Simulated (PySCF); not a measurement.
# Multinuclear NMR of C₆H₁₃PSi

Geometry:
| atom | x (Å) | y (Å) | z (Å) |
| --- | --- | --- | --- |
| C1 | -3.053 | 0.354 | 1.110 |
| C2 | -1.729 | -0.072 | 0.538 |
| Si3 | -1.834 | -1.061 | -1.067 |
| P4 | -0.363 | 0.405 | 1.401 |
| C5 | 1.059 | -0.241 | 0.379 |
| C6 | 2.457 | 0.173 | 0.880 |
| C7 | 2.816 | 0.633 | -0.539 |
| C8 | 1.348 | 0.473 | -0.957 |
| H9 | -3.605 | 0.955 | 0.386 |
| H10 | -3.666 | -0.519 | 1.340 |
| H11 | -2.928 | 0.939 | 2.021 |
| H12 | -1.658 | -0.164 | -2.214 |
| H13 | -3.169 | -1.663 | -1.118 |
| H14 | -0.835 | -2.131 | -1.118 |
| H15 | 0.966 | -1.323 | 0.265 |
| H16 | 3.070 | -0.624 | 1.295 |
| H17 | 2.420 | 0.995 | 1.595 |
| H18 | 3.224 | 1.638 | -0.621 |
| H19 | 3.480 | -0.060 | -1.053 |
| H20 | 0.826 | 1.425 | -1.050 |
| H21 | 1.164 | -0.116 | -1.854 |

Theoretical values (PySCF 2.14): NMR shieldings at PBE0/pcSseg-1/GIAO, GFN2-xTB geometry. Relativity neglected, no solvent model, equivalent nuclei averaged, one computed conformer.

Problem. Where does 31P resonate?

Solution. 
```json
{"atoms": "P4", "environment": "phosphorus bonded to 2 C", "σ (ppm)": "-88.0", "δ (ppm)": "343.0"}
```

Shieldings were converted by a linear fit to measured shifts: 31P: δ = 270.09 − 0.828σ (rms 18.1 ppm, 64 shifts vs H3PO4, solution or neat liquid). Occasional misses reach two or three times the rms, and more in compound classes unlike the fitted ones.

On a 400 MHz spectrometer 31P resonates near 161.9 MHz, so 1 ppm is 161.9 Hz.

Problem. Predict the 29Si NMR data.

Solution. 
| atoms | environment | σ (ppm) | δ (ppm) |
| --- | --- | --- | --- |
| Si3 | silicon bonded to C, 3 H | 430.3 | -73.7 |

Shieldings were converted by a linear fit to measured shifts: 29Si: δ = 279.94 − 0.822σ (rms 8.9 ppm, 72 shifts, 25.8 ppm with the 6 outliers that the fit left out vs TMS, solution or neat liquid). A few per cent of atoms miss by over 2 rms, more outside the fitted compound classes.

On a 400 MHz spectrometer 29Si resonates near 79.5 MHz, so 1 ppm is 79.5 Hz.
